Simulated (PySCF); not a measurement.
Si(CCH)2(Cl)2 (C4H2Cl2Si), SMILES C([Si](C#C)(Cl)Cl)#C.

The structure is a stationary point at PBE0-D3(BJ)/def2-SVP.

These are PBE/def2-TZVP (PySCF) values and carry that method's errors.

Symmetry labels are those of the subgroup C2v that the program uses (full group C2v).

Computed valence orbital energies around the gap with their symmetry:
| orbital | symmetry | energy (eV) |
|---|---|---|
| HOMO−7 | A1 | -8.53 |
| HOMO−6 | A2 | -8.37 |
| HOMO−5 | B1 | -8.24 |
| HOMO−4 | B2 | -8.09 |
| HOMO−3 | A1 | -7.83 |
| HOMO−2 | B2 | -7.49 |
| HOMO−1 | A2 | -7.42 |
| HOMO | B1 | -7.37 |
| LUMO | B2 | -2.17 |
| LUMO+1 | A1 | -2.13 |
| LUMO+2 | B1 | -0.90 |
| LUMO+3 | A2 | -0.87 |
